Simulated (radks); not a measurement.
The numbers below are computed, except where a source is named.
All-electron atom: the promethium ion Pm42+ in [Ar] 3d0.75 4d0.25 (fractional occupations, a model configuration). Level of theory: scalar-relativistic Kohn-Sham, RPBE, spin-polarised, spherical densities, point nucleus; open shells are filled with parallel spins first (spin-orbit coupling, left out, can overturn this in heavy ions) (a radial shooting solver on a logarithmic mesh with Libxc functionals).

Local quantities along the radius. ELF = 1/(1 + alpha^2) is the electron localisation function; alpha = (tau - tau_W)/tau_unif compares the Pauli kinetic energy density with that of the uniform gas (summed over spins); 4 pi r^2 rho is in e/bohr. tau is taken from the large components.

r (bohr),ELF,alpha,4 pi r^2 rho
0.00189,0.999,0.02638,9.522
0.002114,0.999,0.02725,11.32
0.002384,0.999,0.02841,13.58
0.002688,0.999,0.02984,16.21
0.00303,0.999,0.03162,19.27
0.003417,0.999,0.03381,22.78
0.003821,0.999,0.03632,26.50
0.004309,0.998,0.03964,30.94
0.004858,0.998,0.04380,35.86
0.005477,0.998,0.04904,41.22
0.006127,0.997,0.05523,46.53
0.006908,0.996,0.06372,52.45
0.007788,0.994,0.07483,58.43
0.008781,0.992,0.08959,64.24
0.009901,0.988,0.1096,69.61
0.01107,0.982,0.1349,73.96
0.01249,0.971,0.1724,77.63
0.01408,0.952,0.2257,80.01
0.01587,0.916,0.3021,80.94
0.0179,0.855,0.4115,80.42
0.02002,0.765,0.5536,78.79
0.02257,0.636,0.7560,76.27
0.02545,0.499,1.001,73.62
0.02869,0.392,1.244,71.71
0.03235,0.338,1.401,71.45
0.03618,0.338,1.400,73.28
0.0408,0.392,1.244,77.70
0.046,0.495,1.010,84.20
0.05186,0.617,0.7883,91.53
0.05848,0.721,0.6228,97.76
0.06541,0.783,0.5257,100.6
0.07375,0.813,0.4801,98.86
0.08315,0.799,0.5013,91.36
0.09375,0.719,0.6246,79.08
0.1057,0.533,0.9365,64.65
0.1182,0.312,1.484,52.42
0.1333,0.181,2.130,43.71
0.1503,0.185,2.096,41.00
0.1695,0.336,1.405,43.18
0.1911,0.598,0.8192,46.89
0.2137,0.773,0.5418,48.23
0.241,0.848,0.4238,44.92
0.2717,0.856,0.4110,36.76
0.3063,0.805,0.4918,26.07
0.3426,0.664,0.7121,16.54
0.3863,0.362,1.326,8.840
0.4356,0.108,2.880,4.194
0.4911,0.028,5.868,1.868
0.5537,0.012,9.237,0.8378
0.6193,0.007,11.99,0.4022
0.6983,0.004,16.70,0.1723
0.7873,0.001,27.86,0.06259
0.8877,0.000,57.25,0.01790
1.001,0.000,145.8,0.003835
1.119,0.000,428.7,0.0006767

On this mesh the ELF has minima near r = 0.032, 0.13 bohr, which separate the shells, and maxima near 0.074 (0.81), 0.27 (0.86).
